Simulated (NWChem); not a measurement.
Everything below was run with NWChem. System: GeO, charge 1, spin multiplicity 2, at the geometry of a parent with another charge or spin, in a state set for the comparison that need not be this species' ground state. Its SCF solution wasn't tested for a lower state. Level: UB3LYP/3-21G, VWN1-RPA local correlation.

The NWChem input:

```
start mol
memory heap 200 mb stack 900 mb global 1100 mb
charge 1
geometry units angstroms nocenter noautoz
  Ge     0.000000     0.000000     0.324711
  O      0.000000     0.000000    -1.298846
  symmetry group C2v
end
basis spherical
  * library 3-21g
end
dft
  xc b3lyp
  odft
  mult 2
  semidirect memsize 60000000 filesize 0
  iterations 100
end
task dft energy
```

NWChem printed:

```
             Northwest Computational Chemistry Package (NWChem) 7.3.0
             --------------------------------------------------------

                                NWChem Input Module
                                -------------------

 Scaling coordinates for geometry "geometry" by  1.889725989
 (inverse scale =  0.529177249)

 Turning off AUTOSYM since
 SYMMETRY directive was detected!

                             Geometry "geometry" -> ""
                             -------------------------

 Output coordinates in angstroms (scale by  1.889725989 to convert to a.u.)

  No.       Tag          Charge          X              Y              Z
 ---- ---------------- ---------- -------------- -------------- --------------
    1 Ge                  32.0000     0.00000000     0.00000000     0.32471100
    2 O                    8.0000     0.00000000     0.00000000    -1.29884600

 Effective nuclear repulsion energy (a.u.)      83.4398642881

            Nuclear Dipole moment (a.u.)
            ----------------------------
        X                 Y               Z
 ---------------- ---------------- ----------------
     0.0000000000     0.0000000000    -0.0000302356

      Symmetry information
      --------------------

 Group name             C2v
 Group number             16
 Group order               4
 No. of unique centers     2

      Symmetry unique atoms

     1    2


 Summary of "ao basis" -> "" (spherical)
 ------------------------------------------------------------------------------
       Tag                 Description            Shells   Functions and Types
 ---------------- ------------------------------  ------  ---------------------
 *                           3-21g                    on all atoms

                                 NWChem DFT Module
                                 -----------------

 Summary of "ao basis" -> "ao basis" (spherical)
 ------------------------------------------------------------------------------
       Tag                 Description            Shells   Functions and Types
 ---------------- ------------------------------  ------  ---------------------
 Ge                          3-21g                  10       22   5s4p1d
 O                           3-21g                   5        9   3s2p

 Summary of "ao basis" -> "ao basis" (spherical)
 ------------------------------------------------------------------------------
       Tag                 Description            Shells   Functions and Types
 ---------------- ------------------------------  ------  ---------------------
 Ge                          3-21g                  10       22   5s4p1d
 O                           3-21g                   5        9   3s2p

      Symmetry analysis of basis
      --------------------------

        a1         16
        a2          1
        b1          7
        b2          7

            General Information
            -------------------
          SCF calculation type: DFT
          Wavefunction type:  spin polarized.
          No. of atoms     :     2
          No. of electrons :    39
           Alpha electrons :    20
            Beta electrons :    19
          Charge           :     1
          Spin multiplicity:     2
          Use of symmetry is: on ; symmetry adaption is: on
          Maximum number of iterations: 100
          AO basis - number of functions:    31
                     number of shells:    15
          Convergence on energy requested:  1.00D-06
          Convergence on density requested:  1.00D-05
          Convergence on gradient requested:  5.00D-04

              XC Information
              --------------
                         B3LYP Method XC Potential
                     Hartree-Fock (Exact) Exchange  0.200
                        Slater Exchange Functional  0.800 local
                    Becke 1988 Exchange Functional  0.720 non-local
              Lee-Yang-Parr Correlation Functional  0.810
                  VWN I RPA Correlation Functional  0.190 local

             Grid Information
             ----------------
          Grid used for XC integration:  medium
          Radial quadrature: Mura-Knowles
          Angular quadrature: Lebedev.
          Tag              B.-S. Rad. Rad. Pts. Rad. Cut. Ang. Pts.
          ---              ---------- --------- --------- ---------
          Ge                  1.25      112           6.0       590
          O                   0.60       49           6.0       434
          Grid pruning is: on
          Number of quadrature shells:   161
          Spatial weights used:  Erf1

          Convergence Information
          -----------------------
          Convergence aids based upon iterative change in
          total energy or number of iterations.
          Levelshifting, if invoked, occurs when the
          HOMO/LUMO gap drops below (HL_TOL):  1.00D-02
          DIIS, if invoked, will attempt to extrapolate
          using up to (NFOCK): 10 stored Fock matrices.

                    Damping( 0%)  Levelshifting(0.5)       DIIS
                  --------------- ------------------- ---------------
          dE  on:    start            ASAP                start
          dE off:    2 iters        100 iters           100 iters

      Screening Tolerance Information
      -------------------------------
          Density screening/tol_rho:  1.00D-10
          AO Gaussian exp screening on grid/accAOfunc:  14
          CD Gaussian exp screening on grid/accCDfunc:  20
          XC Gaussian exp screening on grid/accXCfunc:  20
          Schwarz screening/accCoul:  1.00D-08
[...]
 !! scf_movecs_sym_adapt:    6 vectors were symmetry contaminated

 d= 0,ls=0.0,diis    11  -2141.4135571409 -6.33D-08  2.97D-06  9.70D-10     0.4
                                                     2.52D-06  1.12D-10

         Total DFT energy =    -2141.413557140882
      One electron energy =    -3140.372544358243
           Coulomb energy =     1002.805918684504
    Exchange-Corr. energy =      -87.286795755199
 Nuclear repulsion energy =       83.439864288056

 Numeric. integr. density =       39.000001334243

     Total iterative time =      0.3s

                  Occupations of the irreducible representations
                  ----------------------------------------------

                     irrep           alpha         beta
                     --------     --------     --------
                     a1               11.0         10.0
                     a2                1.0          1.0
                     b1                4.0          4.0
                     b2                4.0          4.0

                    DFT Final Alpha Molecular Orbital Analysis
                    ------------------------------------------

 Vector   18  Occ=1.000000D+00  E=-6.349211D-01  Symmetry=a1
              MO Center= -2.0D-16, -2.0D-16,  6.3D-02, r^2= 2.3D+00
   Bfn.  Coefficient  Atom+Function         Bfn.  Coefficient  Atom+Function
  ----- ------------  ---------------      ----- ------------  ---------------
    13      0.385040  1 Ge pz                14      0.384813  1 Ge s
    10      0.369262  1 Ge s                 27     -0.368813  2 O  pz
    31     -0.345098  2 O  pz                 9     -0.195849  1 Ge pz
     6     -0.193014  1 Ge s                 20      0.076102  1 Ge d  0
     2      0.069607  1 Ge s                  5      0.063059  1 Ge pz

 Vector   19  Occ=1.000000D+00  E=-6.314146D-01  Symmetry=b1
              MO Center=  8.6D-18, -6.9D-17, -1.1D+00, r^2= 9.9D-01
   Bfn.  Coefficient  Atom+Function         Bfn.  Coefficient  Atom+Function
  ----- ------------  ---------------      ----- ------------  ---------------
    29      0.523489  2 O  px                25      0.500963  2 O  px
    11      0.239538  1 Ge px                15      0.123416  1 Ge px
     7     -0.118059  1 Ge px                21     -0.053847  1 Ge d  1
     3      0.038059  1 Ge px

 Vector   20  Occ=1.000000D+00  E=-6.314146D-01  Symmetry=b2
              MO Center= -2.3D-18,  1.1D-17, -1.1D+00, r^2= 9.9D-01
   Bfn.  Coefficient  Atom+Function         Bfn.  Coefficient  Atom+Function
  ----- ------------  ---------------      ----- ------------  ---------------
    30      0.523489  2 O  py                26      0.500963  2 O  py
    12      0.239538  1 Ge py                16      0.123416  1 Ge py
     8     -0.118059  1 Ge py                19      0.053847  1 Ge d -1
     4      0.038059  1 Ge py

 Vector   21  Occ=0.000000D+00  E=-3.502979D-01  Symmetry=b1
              MO Center=  1.2D-17,  6.4D-18,  1.5D-01, r^2= 2.4D+00
   Bfn.  Coefficient  Atom+Function         Bfn.  Coefficient  Atom+Function
  ----- ------------  ---------------      ----- ------------  ---------------
    11      0.622730  1 Ge px                15      0.466419  1 Ge px
    29     -0.324756  2 O  px                 7     -0.273488  1 Ge px
    25     -0.255411  2 O  px                 3      0.086967  1 Ge px
    21      0.027349  1 Ge d  1

 Vector   22  Occ=0.000000D+00  E=-3.502979D-01  Symmetry=b2
              MO Center=  2.6D-19,  1.1D-17,  1.5D-01, r^2= 2.4D+00
   Bfn.  Coefficient  Atom+Function         Bfn.  Coefficient  Atom+Function
  ----- ------------  ---------------      ----- ------------  ---------------
    12      0.622730  1 Ge py                16      0.466419  1 Ge py
    30     -0.324756  2 O  py                 8     -0.273488  1 Ge py
    26     -0.255411  2 O  py                 4      0.086967  1 Ge py
    19     -0.027349  1 Ge d -1

 Vector   23  Occ=0.000000D+00  E=-1.985765D-01  Symmetry=a1
              MO Center=  2.2D-15,  2.2D-15,  8.3D-03, r^2= 3.5D+00
   Bfn.  Coefficient  Atom+Function         Bfn.  Coefficient  Atom+Function
  ----- ------------  ---------------      ----- ------------  ---------------
    17      0.892378  1 Ge pz                28      0.768258  2 O  s
    14     -0.460233  1 Ge s                 13      0.423476  1 Ge pz
    31      0.335340  2 O  pz                27      0.198883  2 O  pz
     9     -0.170945  1 Ge pz                10     -0.134038  1 Ge s
    20     -0.112438  1 Ge d  0               6      0.105418  1 Ge s

                     DFT Final Beta Molecular Orbital Analysis
                     -----------------------------------------

 Vector   17  Occ=1.000000D+00  E=-7.226192D-01  Symmetry=a1
              MO Center= -6.9D-15, -6.9D-15, -1.0D-01, r^2= 1.9D+00
   Bfn.  Coefficient  Atom+Function         Bfn.  Coefficient  Atom+Function
  ----- ------------  ---------------      ----- ------------  ---------------
    10      0.650008  1 Ge s                 28     -0.403926  2 O  s
     6     -0.306859  1 Ge s                 14      0.294916  1 Ge s
    27      0.198392  2 O  pz                31      0.162822  2 O  pz
     2      0.118422  1 Ge s                 23      0.097061  2 O  s
    24     -0.092657  2 O  s                 17      0.068348  1 Ge pz

 Vector   18  Occ=1.000000D+00  E=-6.097359D-01  Symmetry=b1
              MO Center= -1.8D-15,  5.0D-18, -1.0D+00, r^2= 1.1D+00
   Bfn.  Coefficient  Atom+Function         Bfn.  Coefficient  Atom+Function
  ----- ------------  ---------------      ----- ------------  ---------------
    29      0.517212  2 O  px                25      0.484228  2 O  px
    11      0.261944  1 Ge px                15      0.141251  1 Ge px
     7     -0.128107  1 Ge px                21     -0.053000  1 Ge d  1
     3      0.041256  1 Ge px

 Vector   19  Occ=1.000000D+00  E=-6.097359D-01  Symmetry=b2
              MO Center= -5.1D-17, -1.8D-15, -1.0D+00, r^2= 1.1D+00
   Bfn.  Coefficient  Atom+Function         Bfn.  Coefficient  Atom+Function
  ----- ------------  ---------------      ----- ------------  ---------------
    30      0.517212  2 O  py                26      0.484228  2 O  py
    12      0.261944  1 Ge py                16      0.141251  1 Ge py
     8     -0.128107  1 Ge py                19      0.053000  1 Ge d -1
     4      0.041256  1 Ge py

 Vector   20  Occ=0.000000D+00  E=-4.959771D-01  Symmetry=a1
              MO Center=  4.7D-17,  4.7D-17, -4.1D-01, r^2= 2.3D+00
   Bfn.  Coefficient  Atom+Function         Bfn.  Coefficient  Atom+Function
  ----- ------------  ---------------      ----- ------------  ---------------
    13      0.430169  1 Ge pz                31     -0.409621  2 O  pz
    27     -0.403609  2 O  pz                14      0.369115  1 Ge s
     9     -0.213845  1 Ge pz                28      0.165957  2 O  s
    10      0.129011  1 Ge s                  6     -0.106677  1 Ge s
    20      0.073229  1 Ge d  0               5      0.068676  1 Ge pz

 Vector   21  Occ=0.000000D+00  E=-3.394145D-01  Symmetry=b1
              MO Center= -6.5D-17,  7.6D-18,  1.0D-01, r^2= 2.4D+00
   Bfn.  Coefficient  Atom+Function         Bfn.  Coefficient  Atom+Function
  ----- ------------  ---------------      ----- ------------  ---------------
    11      0.607894  1 Ge px                15      0.467192  1 Ge px
    29     -0.347784  2 O  px                25     -0.271710  2 O  px
     7     -0.267315  1 Ge px                 3      0.084991  1 Ge px
    21      0.027685  1 Ge d  1

 Vector   22  Occ=0.000000D+00  E=-3.394145D-01  Symmetry=b2
              MO Center= -6.1D-19, -6.5D-17,  1.0D-01, r^2= 2.4D+00
   Bfn.  Coefficient  Atom+Function         Bfn.  Coefficient  Atom+Function
  ----- ------------  ---------------      ----- ------------  ---------------
    12      0.607894  1 Ge py                16      0.467192  1 Ge py
    30     -0.347784  2 O  py                26     -0.271710  2 O  py
     8     -0.267315  1 Ge py                 4      0.084991  1 Ge py
    19     -0.027685  1 Ge d -1

   alpha - beta orbital overlaps
   -----------------------------

   alpha      1      2      3      4      5      6      7      8      9     10
    beta      1      2      5      3      4      6      7      8      9     10
 overlap   1.000  1.000  1.000  1.000  1.000  1.000  1.000  1.000  1.000  1.000

   alpha     11     12     13     14     15     16     17     18     19     20
    beta     11     12     13     14     15     16     17     20     18     19
 overlap   0.999  1.000  1.000  1.000  1.000  0.998  0.957  0.958  0.999  0.999

   alpha     21     22     23     24     25     26     27     28     29     30
    beta     21     22     23     24     25     26     27     28     29     30
 overlap   0.999  0.999  0.996  0.999  1.000  1.000  0.997  1.000  1.000  0.999

   alpha     31
    beta     31
 overlap   1.000

     --------------------------
     Expectation value of S2:
     --------------------------
      <S2> =      0.7584 (Exact =     0.7500)

 center of mass
 --------------
 x =   0.00000000 y =   0.00000000 z =   0.06784780

 moments of inertia (a.u.)
 ------------------
         123.778946852626           0.000000000000           0.000000000000
           0.000000000000         123.778946852626           0.000000000000
           0.000000000000           0.000000000000           0.000000000000

     Multipole analysis of the density
     ---------------------------------

     L   x y z        total         alpha         beta         nuclear
     -   - - -        -----         -----         ----         -------
     0   0 0 0      1.000000    -20.000000    -19.000000     40.000000

     1   1 0 0      0.000000      0.000000      0.000000      0.000000
     1   0 1 0      0.000000      0.000000      0.000000      0.000000
     1   0 0 1      1.079951      1.090271     -0.010290     -0.000030

     2   2 0 0    -12.483457     -6.572340     -5.911116      0.000000
     2   1 1 0      0.000000      0.000000     -0.000000      0.000000
     2   1 0 1      0.000000      0.000000      0.000000      0.000000
     2   0 2 0    -12.483457     -6.572340     -5.911116      0.000000
     2   0 1 1      0.000000     -0.000000      0.000000      0.000000
     2   0 0 2    -13.265612    -40.512401    -32.997062     60.243851

 Task  times  cpu:        0.4s     wall:        0.4s

 Total times  cpu:        0.4s     wall:        0.4s
```
